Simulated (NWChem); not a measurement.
Atomisation of AlN

SMILES: [N]=[Al]
```xyz
2

Al     0.0000     0.0000     0.6292
N      0.0000     0.0000    -1.1685
```
Charge 0, spin multiplicity 3.

The numbers come from NWChem runs, not from measurements. The geometry was optimised at UB3LYP/def2-SVP, a minimum by its harmonic frequencies.

Basis set: def2-TZVP. The atomisation energy is electronic alone: no zero-point, thermal, spin-orbit or counterpoise terms. No value is extrapolated to the basis-set limit. Free atoms are single determinants with multiplicities Al 2, N 4.

B3LYP has NWChem's definition, with VWN1-RPA local correlation. This spin state was chosen for the runs; another may lie lower. The structure started from a generated list of species. The unpaired electrons of the parent sit in orbitals of symmetry a1 and b1 (C2v labels of the run); other states weren't searched. The stability of the SCF solutions was not checked.

**Question.** For the atomisation energy, PBE0 gives 59.9 kcal/mol and LDA (SVWN5) gives 81.7 kcal/mol. What do BLYP, B3LYP, M06-2X give?

**Answer.** BLYP: 70.7 kcal/mol; B3LYP: 63.5 kcal/mol; M06-2X: 61.1 kcal/mol.
